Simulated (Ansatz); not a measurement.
Consider the formal exchange of groups at the Si–F bond: `CO[SiH](C)F` + SiH₄ → `CO[SiH](C)[SiH3]` + H–F.

Program: Ansatz. Geometries: PBE0-D4/def2-TZVP. ΔE: electronic, gas phase. CCSD(T)/CBS is the MP2 limit (def2-TZVPP, def2-QZVPP) plus CCSD(T) − MP2 in def2-TZVPP, frozen cores. This one scheme is used for every species. One conformer a species, not always the lowest.

| species | MP2/def2-QZVPP energy (Eh) |
| --- | --- |
| `CO[SiH](C)F` | -544.35152 |
| SiH₄ | -291.42099 |
| `CO[SiH](C)[SiH3]` | -735.33962 |
| H–F | -100.36692 |

Task: Work out ΔE.

Result: ΔE = (-735.33962) + (-100.36692) − (-544.35152) − (-291.42099) = 0.06597 Eh = +173.2 kJ/mol. CCSD(T)/CBS gives +167.9 kJ/mol.

Largest T1 diagnostic among the species: 0.011.

The D4 term adds −10.1 kJ/mol with B3LYP and −6.0 kJ/mol with PBE0; it sums over pairs of atoms, weighted by their polarisabilities, and B3LYP, whose exchange is more repulsive, gets the larger term. From PBE to PBE0 (25 % exact exchange), in def2-TZVPP and without D4, ΔE moves by +5.3 kJ/mol. In def2-TZVPP, CCSD(T) changes the Hartree–Fock value by −33.0 kJ/mol (the triples alone add −4.5 kJ/mol) and MP2 by −29.4 kJ/mol.

B3LYP here is the variant with VWN-RPA as its local correlation; programs differ in this.
